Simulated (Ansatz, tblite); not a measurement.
Cost and result up the ladder for Sn(OEt)4 (C8H20O4Sn) (33 atoms). Charge 0, multiplicity 1. Geometry: PBE-D4/def2-SVP.

```
atom    x (Å)    y (Å)    z (Å)
 Sn1  -0.0003   0.0008  -0.0026
  O2   1.1722  -0.2061  -1.6126
  C3   0.8683   0.5540  -2.7867
  C4   1.7740   0.0689  -3.9078
  H5  -0.2018   0.4360  -3.0799
  H6   1.0357   1.6444  -2.6091
  H7   1.5864   0.6423  -4.8387
  H8   2.8397   0.1933  -3.6275
  H9   1.5958  -1.0058  -4.1142
 O10  -1.8869  -0.1542  -0.6558
 C11  -2.9552   0.1214   0.2560
 C12  -4.2553   0.1301  -0.5329
 H13  -3.0038  -0.6548   1.0583
 H14  -2.8095   1.1032   0.7660
 H15  -5.1183   0.3239   0.1367
 H16  -4.2313   0.9175  -1.3134
 H17  -4.4122  -0.8465  -1.0342
 O18   0.1232   1.7564   0.9526
 C19   1.3184   2.0629   1.6782
 C20   1.0723   3.3369   2.4714
 H21   1.5994   1.2307   2.3667
 H22   2.1797   2.2103   0.9817
 H23   1.9805   3.6259   3.0394
 H24   0.8023   4.1713   1.7924
 H25   0.2388   3.1936   3.1889
 O26   0.5913  -1.3936   1.3071
 C27   0.7700  -2.7376   0.8484
 C28   1.4078  -3.5370   1.9741
 H29  -0.2097  -3.1952   0.5663
 H30   1.4159  -2.7731  -0.0609
 H31   1.5514  -4.5944   1.6708
 H32   2.3955  -3.1104   2.2429
 H33   0.7659  -3.5150   2.8782
```

Ansatz on 4 threads of Arm Neoverse V2 on a shared host; xTB runs through tblite on one thread. Times are rough, summed over both states, and most runs start from the orbitals of an earlier one. PBE0-D4/def2-SVP serves as the yardstick here, not as an exact answer. The other state is a doublet.

In the def2 sets Sn takes a core potential; there is no spin–orbit coupling. The xTB rows come from tblite. HOMO above LUMO, or a gap near zero within one spin, warns that the state may not be the lowest or that an electron is smeared out.

Raw xTB energies of ions are shifted by several eV.

| level | functions | vertical IE (eV) | difference from PBE0-D4/def2-SVP (eV) | remarks |
| --- | --- | --- | --- | --- |
| GFN1-xTB | 97 | 14.27 | 5.03 | – |
| GFN2-xTB | 77 | 13.09 | 3.85 | – |
| PBE0-D4/def2-SVP | 294 | 9.24 | 0.00 | – |
| PBE-D4/def2-SVP | 294 | 8.29 | -0.95 | gap within one spin near zero (+1 doublet) |

**Question.** Estimate how long each takes.

**Answer.** GFN2-xTB 0.049 s; GFN1-xTB 0.071 s; PBE-D4/def2-SVP 21 s; PBE0-D4/def2-SVP 53 s. On shared hardware such times vary by a factor of up to 3.
